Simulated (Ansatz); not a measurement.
Ansatz (an electronic-structure program) input (HF/3-21G): The .json file is the Basis Set Exchange's 3-21G.

Ansatz 0.2 input:
```yaml
crystal:
  periodic: [false, false, false]
  atoms:
    - {symbol: C, position_ang: [0.00760707, 1.40783090, 0.20454394]}
    - {symbol: C, position_ang: [-1.17689743, 0.40709716, 0.22648029]}
    - {symbol: S, position_ang: [-0.00552063, -1.10529290, -0.26190215]}
    - {symbol: C, position_ang: [1.17967161, 0.39283717, 0.23698694]}
    - {symbol: H, position_ang: [0.00791023, 2.07999360, 1.04882949]}
    - {symbol: H, position_ang: [0.01514626, 1.97896036, -0.71128859]}
    - {symbol: H, position_ang: [-1.96400753, 0.52923178, -0.49577687]}
    - {symbol: H, position_ang: [-1.54693227, 0.15600640, 1.20518122]}
    - {symbol: H, position_ang: [1.97461074, 0.50539856, -0.47821674]}
    - {symbol: H, position_ang: [1.53789956, 0.13733958, 1.21893479]}
    - {symbol: H, position_ang: [0.00141557, -0.94883533, -1.60529596]}
basis:
  gaussian:
    orbitals: 3-21G.json
hamiltonian:
  xc: {name: HF}
total_charge: 1
phonons: {temperatures: {t_min: 298.15, t_max: 298.15, t_step: 100}}
```

Output:

```
Functional definition: HF
integrals: 0.01 GiB planned
722 factors; integrals over basis functions are off by at most 5.3e-4 eV
mean field: 0.13 GiB planned
mean field evaluation 1: about -13937.7041 eV, gradient 2.7e1 eV
mean field evaluation 2: about -13937.9988 eV, gradient 2.7e1 eV
mean field evaluation 4: about -13939.9898 eV, gradient 2.3e0 eV
mean field evaluation 8: about -13940.0116 eV, gradient 1.4e-4 eV
mean field -13940.01155837 eV, -512.2859758908 hartree, gradient 2.1e-5 eV, S^2 0.000000; 0 other end points of the search recorded, 0 dependent functions left out
the calculation of the forces begins
reference -13940.01155837 eV, -512.2859758908 hartree; 20, 20 occupied and 34, 34 virtual orbitals, 722 factors
these checks for a lower state are left out or cut short: stability, starts, cluster_reference, orbital_swaps, neighbouring_geometries, increment
integrals: 0.01 GiB planned
722 factors; integrals over basis functions are off by at most 5.3e-4 eV
mean field: 0.13 GiB planned
mean field evaluation 16: about -13940.0114 eV, gradient 1.6e-3 eV
mean field -13940.01137610 eV, -512.2859691924 hartree, gradient 2.5e-6 eV, S^2 0.000000; 0 other end points of the search recorded, 0 dependent functions left out
the calculation of the forces begins
reference -13940.01137610 eV, -512.2859691924 hartree; 20, 20 occupied and 34, 34 virtual orbitals, 722 factors
these checks for a lower state are left out or cut short: stability, starts, cluster_reference, orbital_swaps, neighbouring_geometries, increment
integrals: 0.01 GiB planned
722 factors; integrals over basis functions are off by at most 5.3e-4 eV
mean field: 0.13 GiB planned
mean field evaluation 32: about -13940.0114 eV, gradient 2.5e-6 eV
mean field -13940.01137055 eV, -512.2859689886 hartree, gradient 2.5e-6 eV, S^2 0.000000; 0 other end points of the search recorded, 0 dependent functions left out
the calculation of the forces begins
reference -13940.01137055 eV, -512.2859689886 hartree; 20, 20 occupied and 34, 34 virtual orbitals, 722 factors
these checks for a lower state are left out or cut short: stability, starts, cluster_reference, orbital_swaps, neighbouring_geometries, increment
integrals: 0.01 GiB planned
722 factors; integrals over basis functions are off by at most 5.3e-4 eV
mean field: 0.13 GiB planned
mean field -13940.01139099 eV, -512.2859697397 hartree, gradient 2.5e-6 eV, S^2 0.000000; 0 other end points of the search recorded, 0 dependent functions left out
the calculation of the forces begins
reference -13940.01139099 eV, -512.2859697397 hartree; 20, 20 occupied and 34, 34 virtual orbitals, 722 factors
these checks for a lower state are left out or cut short: stability, starts, cluster_reference, orbital_swaps, neighbouring_geometries, increment
integrals: 0.01 GiB planned
722 factors; integrals over basis functions are off by at most 5.3e-4 eV
mean field: 0.13 GiB planned
mean field -13940.01138558 eV, -512.2859695411 hartree, gradient 2.5e-6 eV, S^2 0.000000; 0 other end points of the search recorded, 0 dependent functions left out
the calculation of the forces begins
reference -13940.01138558 eV, -512.2859695411 hartree; 20, 20 occupied and 34, 34 virtual orbitals, 722 factors
these checks for a lower state are left out or cut short: stability, starts, cluster_reference, orbital_swaps, neighbouring_geometries, increment
integrals: 0.01 GiB planned
722 factors; integrals over basis functions are off by at most 5.3e-4 eV
mean field: 0.13 GiB planned
mean field -13940.01138441 eV, -512.2859694981 hartree, gradient 2.5e-6 eV, S^2 0.000000; 0 other end points of the search recorded, 0 dependent functions left out
the calculation of the forces begins
reference -13940.01138441 eV, -512.2859694981 hartree; 20, 20 occupied and 34, 34 virtual orbitals, 722 factors
these checks for a lower state are left out or cut short: stability, starts, cluster_reference, orbital_swaps, neighbouring_geometries, increment
integrals: 0.01 GiB planned
722 factors; integrals over basis functions are off by at most 5.3e-4 eV
mean field: 0.13 GiB planned
mean field evaluation 64: about -13940.0114 eV, gradient 5.4e-3 eV
mean field -13940.01139658 eV, -512.2859699452 hartree, gradient 2.5e-6 eV, S^2 0.000000; 0 other end points of the search recorded, 0 dependent functions left out
the calculation of the forces begins
reference -13940.01139658 eV, -512.2859699452 hartree; 20, 20 occupied and 34, 34 virtual orbitals, 722 factors
these checks for a lower state are left out or cut short: stability, starts, cluster_reference, orbital_swaps, neighbouring_geometries, increment
integrals: 0.01 GiB planned
722 factors; integrals over basis functions are off by at most 5.3e-4 eV
mean field: 0.13 GiB planned
[...]
722 factors; integrals over basis functions are off by at most 5.3e-4 eV
mean field: 0.13 GiB planned
mean field evaluation 256: about -13939.7073 eV, gradient 7.9e-4 eV
mean field -13940.01149395 eV, -512.2859735235 hartree, gradient 2.5e-6 eV, S^2 0.000000; 0 other end points of the search recorded, 0 dependent functions left out
the calculation of the forces begins
reference -13940.01149395 eV, -512.2859735235 hartree; 20, 20 occupied and 34, 34 virtual orbitals, 722 factors
these checks for a lower state are left out or cut short: stability, starts, cluster_reference, orbital_swaps, neighbouring_geometries, increment
integrals: 0.01 GiB planned
722 factors; integrals over basis functions are off by at most 5.3e-4 eV
mean field: 0.13 GiB planned
mean field -13940.01149256 eV, -512.2859734725 hartree, gradient 2.5e-6 eV, S^2 0.000000; 0 other end points of the search recorded, 0 dependent functions left out
the calculation of the forces begins
reference -13940.01149256 eV, -512.2859734725 hartree; 20, 20 occupied and 34, 34 virtual orbitals, 722 factors
these checks for a lower state are left out or cut short: stability, starts, cluster_reference, orbital_swaps, neighbouring_geometries, increment
integrals: 0.01 GiB planned
722 factors; integrals over basis functions are off by at most 5.3e-4 eV
mean field: 0.13 GiB planned
mean field -13940.01152791 eV, -512.2859747714 hartree, gradient 2.5e-6 eV, S^2 0.000000; 0 other end points of the search recorded, 0 dependent functions left out
the calculation of the forces begins
reference -13940.01152791 eV, -512.2859747714 hartree; 20, 20 occupied and 34, 34 virtual orbitals, 722 factors
these checks for a lower state are left out or cut short: stability, starts, cluster_reference, orbital_swaps, neighbouring_geometries, increment
integrals: 0.01 GiB planned
722 factors; integrals over basis functions are off by at most 5.3e-4 eV
mean field: 0.13 GiB planned
mean field evaluation 288: about -13940.0115 eV, gradient 4.8e-5 eV
mean field -13940.01153096 eV, -512.2859748836 hartree, gradient 2.5e-6 eV, S^2 0.000000; 0 other end points of the search recorded, 0 dependent functions left out
the calculation of the forces begins
reference -13940.01153096 eV, -512.2859748836 hartree; 20, 20 occupied and 34, 34 virtual orbitals, 722 factors
these checks for a lower state are left out or cut short: stability, starts, cluster_reference, orbital_swaps, neighbouring_geometries, increment
integrals: 0.01 GiB planned
722 factors; integrals over basis functions are off by at most 5.3e-4 eV
mean field: 0.13 GiB planned
mean field -13940.01153462 eV, -512.2859750182 hartree, gradient 2.5e-6 eV, S^2 0.000000; 0 other end points of the search recorded, 0 dependent functions left out
the calculation of the forces begins
reference -13940.01153462 eV, -512.2859750182 hartree; 20, 20 occupied and 34, 34 virtual orbitals, 722 factors
these checks for a lower state are left out or cut short: stability, starts, cluster_reference, orbital_swaps, neighbouring_geometries, increment
integrals: 0.01 GiB planned
722 factors; integrals over basis functions are off by at most 5.3e-4 eV
mean field: 0.13 GiB planned
mean field -13940.01153502 eV, -512.2859750328 hartree, gradient 2.5e-6 eV, S^2 0.000000; 0 other end points of the search recorded, 0 dependent functions left out
the calculation of the forces begins
reference -13940.01153502 eV, -512.2859750328 hartree; 20, 20 occupied and 34, 34 virtual orbitals, 722 factors
these checks for a lower state are left out or cut short: stability, starts, cluster_reference, orbital_swaps, neighbouring_geometries, increment
integrals: 0.01 GiB planned
722 factors; integrals over basis functions are off by at most 5.3e-4 eV
mean field: 0.13 GiB planned
mean field -13940.01145822 eV, -512.2859722104 hartree, gradient 2.5e-6 eV, S^2 0.000000; 0 other end points of the search recorded, 0 dependent functions left out
the calculation of the forces begins
reference -13940.01145822 eV, -512.2859722104 hartree; 20, 20 occupied and 34, 34 virtual orbitals, 722 factors
these checks for a lower state are left out or cut short: stability, starts, cluster_reference, orbital_swaps, neighbouring_geometries, increment
integrals: 0.01 GiB planned
722 factors; integrals over basis functions are off by at most 5.3e-4 eV
mean field: 0.13 GiB planned
mean field evaluation 320: about -13940.0099 eV, gradient 7.0e-1 eV
mean field -13940.01145268 eV, -512.2859720068 hartree, gradient 2.5e-6 eV, S^2 0.000000; 0 other end points of the search recorded, 0 dependent functions left out
the calculation of the forces begins
reference -13940.01145268 eV, -512.2859720068 hartree; 20, 20 occupied and 34, 34 virtual orbitals, 722 factors
these checks for a lower state are left out or cut short: stability, starts, cluster_reference, orbital_swaps, neighbouring_geometries, increment
integrals: 0.01 GiB planned
722 factors; integrals over basis functions are off by at most 5.3e-4 eV
mean field: 0.13 GiB planned
mean field -13940.01154817 eV, -512.2859755160 hartree, gradient 2.5e-6 eV, S^2 0.000000; 0 other end points of the search recorded, 0 dependent functions left out
the calculation of the forces begins
reference -13940.01154817 eV, -512.2859755160 hartree; 20, 20 occupied and 34, 34 virtual orbitals, 722 factors
these checks for a lower state are left out or cut short: stability, starts, cluster_reference, orbital_swaps, neighbouring_geometries, increment
integrals: 0.01 GiB planned
722 factors; integrals over basis functions are off by at most 5.3e-4 eV
mean field: 0.13 GiB planned
mean field -13940.01155143 eV, -512.2859756360 hartree, gradient 2.5e-6 eV, S^2 0.000000; 0 other end points of the search recorded, 0 dependent functions left out
the calculation of the forces begins
reference -13940.01155143 eV, -512.2859756360 hartree; 20, 20 occupied and 34, 34 virtual orbitals, 722 factors
these checks for a lower state are left out or cut short: stability, starts, cluster_reference, orbital_swaps, neighbouring_geometries, increment
integrals: 0.01 GiB planned
722 factors; integrals over basis functions are off by at most 5.3e-4 eV
mean field: 0.13 GiB planned
mean field evaluation 352: about -13940.0115 eV, gradient 1.6e-6 eV
mean field -13940.01151408 eV, -512.2859742632 hartree, gradient 2.5e-6 eV, S^2 0.000000; 0 other end points of the search recorded, 0 dependent functions left out
the calculation of the forces begins
reference -13940.01151408 eV, -512.2859742632 hartree; 20, 20 occupied and 34, 34 virtual orbitals, 722 factors
these checks for a lower state are left out or cut short: stability, starts, cluster_reference, orbital_swaps, neighbouring_geometries, increment
integrals: 0.01 GiB planned
722 factors; integrals over basis functions are off by at most 5.3e-4 eV
mean field: 0.13 GiB planned
mean field -13940.01151718 eV, -512.2859743774 hartree, gradient 2.5e-6 eV, S^2 0.000000; 0 other end points of the search recorded, 0 dependent functions left out
the calculation of the forces begins
reference -13940.01151718 eV, -512.2859743774 hartree; 20, 20 occupied and 34, 34 virtual orbitals, 722 factors
Total energy: -13940.01155837 eV, -512.2859758908 hartree
Atom 0 at     0.007607     1.407831     0.204544 Å, force     0.000013     0.001080    -0.001539 eV/Å
Atom 1 at    -1.176897     0.407097     0.226480 Å, force    -0.002425     0.001486    -0.001767 eV/Å
Atom 2 at    -0.005521    -1.105293    -0.261902 Å, force     0.000004    -0.000474    -0.001555 eV/Å
Atom 3 at     1.179672     0.392837     0.236987 Å, force     0.002459     0.001456    -0.001745 eV/Å
Atom 4 at     0.007910     2.079994     1.048829 Å, force    -0.000003     0.000532     0.001284 eV/Å
Atom 5 at     0.015146     1.978960    -0.711289 Å, force    -0.000016    -0.001227     0.001862 eV/Å
Atom 6 at    -1.964008     0.529232    -0.495777 Å, force     0.000061    -0.001005     0.000322 eV/Å
Atom 7 at    -1.546932     0.156006     1.205181 Å, force    -0.000622    -0.000096     0.000941 eV/Å
Atom 8 at     1.974611     0.505399    -0.478217 Å, force    -0.000076    -0.001004     0.000321 eV/Å
Atom 9 at     1.537900     0.137340     1.218935 Å, force     0.000612    -0.000103     0.000947 eV/Å
Atom 10 at     0.001416    -0.948835    -1.605296 Å, force    -0.000008    -0.000645     0.000928 eV/Å
Dipole moment:     0.002224     0.229131    -0.187935 e Å
Vibrations: 139.91 496.28 502.66 696.41 746.23 795.06 873.44 950.63 957.03 1019.39 1138.38 1183.59 1309.38 1328.40 1381.85 1389.05 1472.39 1588.77 1600.42 1645.91 2623.13 3274.94 3308.73 3309.99 3331.51 3397.33 3399.60 cm⁻¹, zero-point energy 2.718998 eV
```

The blocks after the first are displaced geometries, from whose forces the wavenumbers follow.

The dipole moment of an ion depends on the origin.
